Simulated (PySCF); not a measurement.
PySCF input for B(CCH)2(OH) (C₄H₃BO), SMILES OB(C#C)C#C, KT2/pcSseg-1. Coordinates come from a PBE-D3(BJ)/def2-SVP optimisation. One conformer was computed; it need not be the lowest.

```python
import numpy as np
from pyscf import gto, scf, dft
from pyscf.prop.nmr import rks as nmr

mol = gto.M(
    atom='''
    B    -0.42475690   -0.00944792    0.00000000
    C     0.38141409    1.30172904    0.00000000
    C     1.01371006    2.35642093    0.00000000
    H     1.57818045    3.27992398    0.00000000
    C     0.29416118   -1.36410761    0.00000000
    C     0.90787754   -2.42889072    0.00000000
    H     1.44111404   -3.37050523    0.00000000
    O    -1.79285990    0.00372012    0.00000000
    H    -2.13560797    0.91715012    0.00000000
    ''',
    basis='pcSseg-1',
    charge=0,
    spin=0,
    max_memory=1600,
    verbose=3,
)
mf = dft.RKS(mol, xc='kt2')
mf.grids.level = 3
mf.conv_tol = 1e-10
mf.max_cycle = 100
mf.kernel()
n = nmr.NMR(mf)
n.verbose = 2
n.max_cycle_cphf = 60
sigma = n.kernel()
print('atom   isotropic/ppm   span/ppm')
for i, s in enumerate(sigma):
    w = np.linalg.eigvalsh((s + s.T) / 2)
    print(f'{mol.atom_symbol(i):2s}{i + 1:3d} {w.mean():14.3f} {w[2] - w[0]:11.3f}')
```

Log of the run:

```
converged SCF energy = -258.585471487341
atom   isotropic/ppm   span/ppm
B   1         80.918      44.500
C   2         97.839     285.023
C   3         91.599     197.706
H   4         28.023      12.384
C   5         97.501     279.167
C   6         88.659     199.928
H   7         27.943      12.342
O   8        122.114     354.295
H   9         25.160       8.853
```

Self-consistency was reached.

Cost: roughly 15 core-seconds.
